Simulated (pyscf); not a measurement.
H₂C=SiH–CH₂–CH₃ (SMILES C=[SiH]CC) -> C₃H₈Si (SMILES C[SiH]1CC1) (rearrangement; singlet surface; C–H broken, C–H, C–Si formed). Structures and frequencies: ωB97X-D3(BJ)/def2-SVP in PySCF. Correlated levels are frozen-core, on RHF or UHF. ΔMP2 is the change of the MP2 total energy from the triple- to the quadruple-zeta basis. Energies in kcal/mol from the reactant's lowest minimum found.

```json
[
 {"level": "ωB97X-D3(BJ)/def2-TZVP", "barrier": "63.8", "reaction energy": "-14.1"},
 {"level": "r²SCAN/def2-TZVP", "barrier": "58.7", "reaction energy": "-13.7"},
 {"level": "B3LYP-D3(BJ)/def2-TZVP", "barrier": "64.9", "reaction energy": "-10.0"},
 {"level": "PBE0-D3(BJ)/def2-TZVP", "barrier": "59.1", "reaction energy": "-14.3"},
 {"level": "CCSD/def2-TZVPP", "barrier": "68.0", "reaction energy": "-12.0"},
 {"level": "CCSD(T)/def2-TZVPP", "barrier": "65.8", "reaction energy": "-11.4"},
 {"level": "CCSD(T)/def2-TZVPP + ΔMP2(QZVPP)", "barrier": "___", "reaction energy": "___"}
]
```

Problem. Complete the blanks.

Solution. 
- CCSD(T)/def2-TZVPP + ΔMP2(QZVPP), barrier: 65.0
- CCSD(T)/def2-TZVPP + ΔMP2(QZVPP), reaction energy: -11.5

Of the functionals in the table, B3LYP-D3(BJ) is closest to CCSD(T)/def2-TZVPP + ΔMP2(QZVPP) in the barrier (0.1 kcal/mol apart) and r²SCAN least close (6.3 kcal/mol); that level has limits of its own. At the saddle there is also a short H–Si contact that neither side keeps. H₂C=SiH–CH₂–CH₃ lies 20.2 kcal/mol over its isomer H₂C=CH–SiH₂–CH₃, and others may lie lower still (electronic energy, ωB97M-D3(BJ)). cyclic C₃H₈Si (SMILES C[SiH]1CC1) lies 7.5 kcal/mol over its isomer H₂C=CH–SiH₂–CH₃, and others may lie lower still (electronic energy, ωB97M-D3(BJ)). One saddle was located; it need not be the lowest between these sides. The CCSD(T) − MP2 part came from Ansatz, without density fitting, on the same reference.
